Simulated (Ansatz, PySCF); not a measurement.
Process, species as SMILES: SB(S)S + H+ -> SB(S)[SH2+]
Geometries: B3LYP-D3(BJ)/def2-TZVP minima from Ansatz (a program for electronic structure), one conformer each, not searched for the lowest.

Wanted: proton affinity (0 K, with B3LYP-D3(BJ) harmonic zero-point energies from PySCF), positive where the reaction releases energy, in kcal/mol. Cores are frozen in the correlated levels unless marked. Spin-orbit coupling is left out. Non-relativistic. CBS marks a two-point X^-3 extrapolation of the correlation energy; Hartree-Fock from the larger set.

```tsv
level	program	proton affinity (kcal/mol)
B3LYP-D4/def2-TZVPD	Ansatz + dftd4	179.2
wB97X-V/def2-TZVPD	Ansatz	?
B2GP-PLYP/def2-TZVPD	Ansatz	?
CCSD/STO-3G	Ansatz	249.4
CCSD(T)/CBS(cc-pV(T+d)Z,cc-pV(Q+d)Z)	Ansatz	177.1
```

**Question.** What belongs in the gaps?

**Answer.** 
- wB97X-V/def2-TZVPD, proton affinity (kcal/mol): 178.6
- B2GP-PLYP/def2-TZVPD, proton affinity (kcal/mol): 177.2
